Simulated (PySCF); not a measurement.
Species: C2H7AlF2O.
SMILES with atom numbers: `[F:1][CH2:2][O+:3]([AlH3-:4])[CH2:5][F:6]` (hydrogens: H7, H8 on C2; H9, H10, H11 on Al4; H12, H13 on C5)

Computed by this run: PySCF, PBE0-D3(BJ)/def2-SVP geometry optimisation, gas phase; density fitting, grid level 1; the optimiser is geomeTRIC in internal coordinates, started from a GFN2-xTB structure with every atom displaced at random (about 0.01 Å).

The end geometry, which sets the zero of energy:
```
atom  x, y, z in Å
F1     -1.5809   -1.2062   -1.2661
C2     -1.2005   -0.8215   -0.0342
O3     -0.0692    0.0142   -0.1371
Al4     1.6806   -0.5182    0.7959
C5     -0.2993    1.2843   -0.7040
F6     -0.9994    2.0421    0.1628
H7     -0.8860   -1.6905    0.5606
H8     -2.0193   -0.2644    0.4467
H9      1.1815   -0.5035    2.3168
H10     1.8576   -1.9538    0.1127
H11     2.5257    0.7260    0.2469
H12     0.6943    1.7168   -0.8808
H13    -0.8797    1.1580   -1.6306
```

**Question.** These geometries come from the run, each turned onto the end geometry. Order them by energy, lowest first.
A.
```
atom  x, y, z in Å
F1     -1.5463   -1.2345   -1.2143
C2     -1.2197   -0.7949    0.0147
O3     -0.0884    0.0413   -0.0749
Al4     1.6911   -0.5352    0.7766
C5     -0.2935    1.2771   -0.7228
F6     -1.0624    2.0635    0.0539
H7     -0.9299   -1.6346    0.6620
H8     -2.0593   -0.2205    0.4355
H9      1.2074   -0.6624    2.2969
H10     1.9079   -1.8989   -0.0291
H11     2.4989    0.7712    0.3229
H12     0.7053    1.7149   -0.8514
H13    -0.8054    1.0964   -1.6803
```
B.
```
atom  x, y, z in Å
F1     -1.4419   -1.2609   -1.1331
C2     -1.0872   -0.7732    0.0752
O3     -0.0307    0.0979   -0.0861
Al4     1.6170   -0.5678    0.7391
C5     -0.2809    1.2832   -0.7504
F6     -1.1159    2.0561    0.0147
H7     -0.7094   -1.6141    0.6779
H8     -1.9370   -0.2740    0.5276
H9      1.0020   -0.6683    2.2252
H10     1.6697   -1.9136   -0.0638
H11     2.4417    0.6664    0.3147
H12     0.6804    1.8192   -0.8350
H13    -0.8024    1.1325   -1.7165
```
C.
```
atom  x, y, z in Å
F1     -1.5539   -1.2090   -1.2040
C2     -1.2053   -0.7913    0.0286
O3     -0.0778    0.0522   -0.0701
Al4     1.6884   -0.5339    0.7662
C5     -0.2953    1.2757   -0.7294
F6     -1.1126    2.0497    0.0187
H7     -0.8955   -1.6392    0.6552
H8     -2.0363   -0.2227    0.4718
H9      1.1898   -0.6685    2.2840
H10     1.8616   -1.9073   -0.0369
H11     2.5201    0.7604    0.3298
H12     0.6948    1.7403   -0.8239
H13    -0.7726    1.0769   -1.7004
```
D.
```
atom  x, y, z in Å
F1     -1.5346   -1.2278   -1.1848
C2     -1.1866   -0.7930    0.0421
O3     -0.0668    0.0608   -0.0734
Al4     1.6839   -0.5338    0.7584
C5     -0.2868    1.2800   -0.7374
F6     -1.1142    2.0438    0.0121
H7     -0.8618   -1.6408    0.6576
H8     -2.0253   -0.2381    0.4886
H9      1.1494   -0.6695    2.2625
H10     1.8051   -1.9054   -0.0390
H11     2.5173    0.7499    0.3229
H12     0.6963    1.7637   -0.8123
H13    -0.7704    1.0936   -1.7078
```

**Answer.** A (0.002 eV), C (0.006 eV), D (0.020 eV), B (0.208 eV).

In the order of the answer:

| step | E above end (eV) | largest force (eV/Å) | rms force component (eV/Å) | rms distance from end (Å) | rms bond change (Å) | bond most changed (Å) |
| --- | --- | --- | --- | --- | --- | --- |
| 5 | 0.002 | 0.04 | 0.011 | 0.097 | 0.001 | O3–Al4 +0.002 |
| 2 | 0.006 | 0.16 | 0.047 | 0.109 | 0.004 | O3–Al4 -0.013 |
| 1 | 0.020 | 0.40 | 0.102 | 0.115 | 0.009 | O3–Al4 -0.026 |
| 0 | 0.208 | 1.72 | 0.455 | 0.168 | 0.036 | O3–Al4 -0.094 |

What follows is the cost of the whole optimisation. Time: 74 s of wall time; peak memory 0.49 GiB. Hardware: one thread, Arm Neoverse V2 (aarch64), shared host with 192 logical CPUs at a one-minute load of 47.
